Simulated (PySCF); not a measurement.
C2H9BN2O, SMILES CCNB(N)O.

Coordinates come from a PBE0-D3(BJ)/def2-SVP optimisation. This is a generated structure with no PubChem entry under its InChIKey; it may be hypothetical. One conformer was computed; it need not be the lowest.

Vertical ionisation energy (IE) and electron affinity (EA) in eV. Rows of orbital energies are one-electron estimates. Where ΔSCF, EOM or ADC give a negative EA the extra electron is unbound and the value depends on the basis.

| level | IE | EA |
|---|---|---|
| −ε(HOMO), −ε(LUMO), CAM-B3LYP/def2-TZVP (PySCF) | 7.97 | -1.48 |
| −ε(HOMO), −ε(LUMO), PBE/def2-TZVP (PySCF) | 5.16 | 0.07 |
